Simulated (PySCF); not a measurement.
Symmetry of computed structures. Level of theory: PBE0/pcSseg-1 in PySCF (dipole) on a GFN2-xTB geometry, gas phase. The symmetry is that of the one conformer found, every atom within 0.08 Å of its image; none is proved a minimum here.

Problem. What symmetry has `[CH3:1][CH2:2][SiH2:3][Si@H:4]([F:5])[S:6][SiH2:7][CH3:8]` with C1–C2–Si3–Si4 -179°, C2–Si3–Si4–F5 177°, Si3–Si4–S6–Si7 79°, Si4–S6–Si7–C8 74°?

Solution. C1; near-prolate asymmetric top; symmetry number 1; this conformer is chiral (no improper operation); dipole 1.35 D; A, B, C = 1599, 479.9, 439.5 MHz.

Problem. What symmetry has `[CH3:1][O:2][c:3]1[c:4]([Cl:5])[o:6][c:7]2[cH:8][cH:9][s:10][c:11]12` with C1–O2–C3–C4 180°, H–C1–O2–C3 -61° (nearest H)?

Solution. Cs; asymmetric top; symmetry number 1; 2 operations, which sort the 16 atoms into 15 sets; dipole 2.87 D, in the ab plane, which is the mirror; heavy atoms equivalent by symmetry: none.

Problem. What symmetry has `[CH:1]#[C:2][c:3]1[cH:4][n:5][n:6][c:7]([CH:8]=[CH2:9])[c:10]1[CH3:11]` with N6–C7–C8–C9 0°, H–C11–C10–C7 -60° (nearest H)?

Solution. Cs; asymmetric top; symmetry number 1; 2 operations, which sort the 19 atoms into 18 sets; dipole 4.15 D, in the ab plane, which is the mirror; A, B, C = 2301, 836.9, 616.0 MHz; heavy atoms equivalent by symmetry: none.
